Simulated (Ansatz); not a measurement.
Geometry optimisation, RKS PBE/def2-SVP in Ansatz.

input.yaml

```yaml
crystal:
  periodic: [false, false, false]
  atoms:
    - { symbol: Ga, position_ang: [-0.021337, 0.617941, -0.403317] }
    - { symbol: H, position_ang: [-0.06553, -0.094807, 2.272453] }
    - { symbol: O, position_ang: [1.612159, -0.05094, -0.67902] }
    - { symbol: H, position_ang: [1.566262, -0.909484, -1.142825] }
    - { symbol: Cl, position_ang: [-1.819261, -0.38467, -1.023455] }
    - { symbol: Cl, position_ang: [-0.155078, 2.631459, 0.498846] }
    - { symbol: H, position_ang: [-0.104615, 0.605501, 2.091418] }
basis:
  gaussian: { orbitals: def2-SVP }
hamiltonian:
  xc: pbe
relax:
  f_tol: 0.03
  max_steps: 50
```

Launched with:

```bash
$ ansatz run input.yaml --threads 2 --pin off --max-ram 3072MiB --backend cpu --events-out ev --progress --plain --runs-dir out
```

Question: Where does it end, and by what steps?

Answer: It converged. The force dipped under the threshold on the way, but the program's further checks kept it going. After 11 steps the energy has fallen by 0.113 eV; Cl6 moved furthest, 0.29 Å.

```tsv
step	energy less start (eV)	largest force component (eV/Å)	accepted
0	0.0000	1.860	yes
1	-0.1007	0.305	yes
2	-0.1053	0.245	yes
3	-0.1081	0.080	yes
4	-0.1092	0.056	yes
5	-0.1105	0.046	yes
6	-0.1101	0.260	no
7	-0.1101	0.083	no
8	-0.1112	0.009	yes
9	-0.1118	0.157	yes
10	-0.1124	0.049	yes
11	-0.1131	0.008	yes
```

```xyz
7
Properties=species:S:1:pos:R:3
Ga -0.002 0.717 -0.414
H -0.194 -0.271 2.160
O 1.619 0.025 -0.717
H 1.551 -0.889 -1.054
Cl -1.787 -0.406 -0.849
Cl -0.112 2.756 0.236
H -0.063 0.482 2.253
```

Whether the end is a true minimum wasn't checked by a vibrational analysis.

The run took 21 s on 2 threads of Arm Neoverse V2 (shared host), peak memory 0.14 GiB.
